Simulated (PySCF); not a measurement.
All values below come from B3LYP-D3(BJ)/def2-TZVP // M06-2X/def2-TZVP run with PySCF 2.14.0. Isolated molecules, 0 K electronic values unless said otherwise. B3LYP has the VWN-RPA correlation part, as in Gaussian. Delta-SCF ions had no search for a lower state. 

Reference species (SMILES): `[AlH3]` (neutral, multiplicity 1).

| Item | Result |
|---|---|
| LUMO | -1.97 eV |
| HOMO–LUMO gap | 6.44 eV |
| vertical ionisation energy (Delta-SCF) | 11.22 eV |
| HOMO | -8.41 eV |

Changed species: `[CH3][Al]([CH3])[CH3]` (3 of 3 H replaced by CH3; the reference has 0 of 3 H replaced by CH3).

Problem. What does the change do to the LUMO, HOMO–LUMO gap, vertical ionisation energy (Delta-SCF) and HOMO?

Solution. the LUMO rises by 1.40 eV, to -0.57 eV; the HOMO–LUMO gap increases by 0.30 eV, to 6.74 eV; the vertical ionisation energy (Delta-SCF) decreases by 1.70 eV, to 9.52 eV; the HOMO goes up by 1.10 eV, to -7.31 eV.
